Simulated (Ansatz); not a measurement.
A nudged elastic band was laid between two geometries of C$_{2}$H$_{7}$AlO$_{2}$ (12 atoms, charge 0, multiplicity 1).

These are results of RKS BHLYP-D4/def2-SVP in Ansatz 0.2.0, not measurements.

| Item | Value |
| --- | --- |
| movable images | 5 |
| climbing image | yes |
| spring | 5.0 eV/Å² |
| optimiser | quadratic models (default) |
| start path | through a guess of the saddle point |
| force threshold | 0.05 eV/Å |
| iteration limit | 60 |
| end points | relaxed |

First end point:

```xyz
12
Properties=species:S:1:pos:R:3
Al -0.167 0.378 0.813
C 1.490 -0.561 1.156
O -0.942 0.370 -0.684
C -0.837 -0.127 -1.967
H 0.060 -0.747 -2.112
O -0.897 1.258 2.055
H 2.298 -0.192 0.513
H 1.393 -1.633 0.955
H 1.808 -0.440 2.195
H -1.706 -0.746 -2.220
H -0.794 0.688 -2.700
H -1.706 1.753 1.997
```

Last end point:

```xyz
12
Properties=species:S:1:pos:R:3
Al -1.073 0.509 0.160
C 1.615 -0.576 0.565
O -0.638 1.104 -1.376
C -1.282 -0.223 -1.549
H 1.298 0.043 -0.281
O -1.259 0.925 1.765
H 2.608 -0.246 0.877
H 1.650 -1.620 0.252
H 0.943 -0.479 1.423
H -2.207 -0.166 -2.126
H -0.609 -0.964 -1.988
H -1.045 1.694 2.279
```

Which bonds break or form, and what moves?

Bonds broken: Al1–C2, C4–H5. Bonds formed: Al1–C4, C2–H5. C2H7AlO2 becomes CH3AlO2 + CH4.

What energy profile does the band end with?

It converged. The highest image is number 3 of 0 to 6, 3.77 eV above the first end and 1.16 eV above the last; the last end lies 2.60 eV above the first. Neighbouring images differ by up to 3.3 eV, so the band resolves the path poorly. A vibrational analysis at the climbing image gives 2 clearly imaginary modes (1493i, 69i cm⁻¹): a point of higher order, so a lower path passes nearby. The orbitals stay closed-shell, which can raise the energy where a bond breaks towards radicals; this wasn't checked here.

```json
{"image": "0", "path coordinate (Å)": "0.00", "energy (eV)": "0.00", "Al1–C2 (Å)": "1.94", "C4–H5 (Å)": "1.10", "Al1–C4 (Å)": "2.90"}
{"image": "1", "path coordinate (Å)": "1.30", "energy (eV)": "0.05", "Al1–C2 (Å)": "1.93", "C4–H5 (Å)": "1.10", "Al1–C4 (Å)": "2.80"}
{"image": "2", "path coordinate (Å)": "2.60", "energy (eV)": "0.48", "Al1–C2 (Å)": "1.93", "C4–H5 (Å)": "1.11", "Al1–C4 (Å)": "2.43"}
{"image": "3", "path coordinate (Å)": "3.90", "energy (eV)": "3.77", "Al1–C2 (Å)": "2.10", "C4–H5 (Å)": "1.69", "Al1–C4 (Å)": "1.98"}
{"image": "4", "path coordinate (Å)": "5.36", "energy (eV)": "2.67", "Al1–C2 (Å)": "2.57", "C4–H5 (Å)": "2.68", "Al1–C4 (Å)": "1.88"}
{"image": "5", "path coordinate (Å)": "6.82", "energy (eV)": "2.65", "Al1–C2 (Å)": "3.02", "C4–H5 (Å)": "2.82", "Al1–C4 (Å)": "1.87"}
{"image": "6", "path coordinate (Å)": "8.28", "energy (eV)": "2.60", "Al1–C2 (Å)": "2.93", "C4–H5 (Å)": "2.89", "Al1–C4 (Å)": "1.87"}
```

What is the geometry of the highest image?


```xyz
12
Properties=species:S:1:pos:R:3
Al -0.436 0.574 0.373
C 1.382 -0.482 0.484
O -0.614 1.302 -1.158
C -0.812 -0.103 -1.454
H 0.317 -0.709 -0.353
O -1.072 0.728 1.919
H 2.165 -0.233 -0.233
H 1.485 -1.515 0.822
H 1.539 0.134 1.383
H -1.859 -0.335 -1.682
H -0.180 -0.444 -2.280
H -1.913 1.083 2.178
```

The run took 7.6 min on 2 threads of Arm Neoverse V1, on a shared host, peak memory 0.26 GiB.
